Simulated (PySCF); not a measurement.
Mapped SMILES: `[N:1]#[C:2][CH2:3][GeH2:4][Br:5]` (H(Xn): hydrogen on atom n).

Geometry: PBE0-D3(BJ)/def2-SVP; GIAO shifts from PySCF, gas phase, non-relativistic, averaged over equivalent atoms.

At PBE0/def2-SVP (126 basis functions, 14 s wall time on 1 thread of an Arm Neoverse V1, shared host):
| atoms | δ (ppm) |
| --- | --- |
| N1 | 281.1 |
| C2 | 110.5 |
| C3 | 5.2 |
| Ge4 | -29.9 |
| Br5 | -159.7 |
| H(Ge4) | 5.41 |
| H(C3) | 1.56 |

Shifts are taken against calculated references (same method and geometry level): 15N (σref 269.84) against NH3; 13C (σref 193.72) and 1H (σref 31.34) against TMS; GeMe4 for 73Ge (σref 1458.15); 79Br (σref 2610.69) against HBr.

Task: Estimate the result of repeating the calculation with CAM-B3LYP/pcSseg-2.

Result: 
```json
{"atoms": "N1", "δ at CAM-B3LYP/pcSseg-2": "303.6", "change": "+22.5"}
{"atoms": "C2", "δ at CAM-B3LYP/pcSseg-2": "125.7", "change": "+15.2"}
{"atoms": "C3", "δ at CAM-B3LYP/pcSseg-2": "6.8", "change": "+1.6"}
{"atoms": "Ge4", "δ at CAM-B3LYP/pcSseg-2": "-33.4", "change": "-3.5"}
{"atoms": "Br5", "δ at CAM-B3LYP/pcSseg-2": "-151.2", "change": "+8.5"}
{"atoms": "H(Ge4)", "δ at CAM-B3LYP/pcSseg-2": "5.40", "change": "-0.01"}
{"atoms": "H(C3)", "δ at CAM-B3LYP/pcSseg-2": "1.84", "change": "+0.28"}
```

Referencing at the same level of theory: 15N (261.83 ppm) vs NH3; 13C (182.55 ppm) and 1H (31.34 ppm) vs TMS; 73Ge (1313.26 ppm) vs GeMe4; HBr for 79Br (2569.58 ppm).

The largest change is at N1 (nitrile nitrogen). Cost: 290 basis functions, 75 s wall time on 1 thread of an Arm Neoverse V1, shared host.

Relativistic effects, spin–orbit coupling among them, are left out; they matter for Br, Ge and for the light atoms bonded to it. Experimental scales use liquid or dissolved standards, which lie at an offset from isolated NH3 (liquid NH3: subtract about 20 ppm). Unscaled 15N shifts of sp2 nitrogen come out 20 to 40 ppm too high even then.
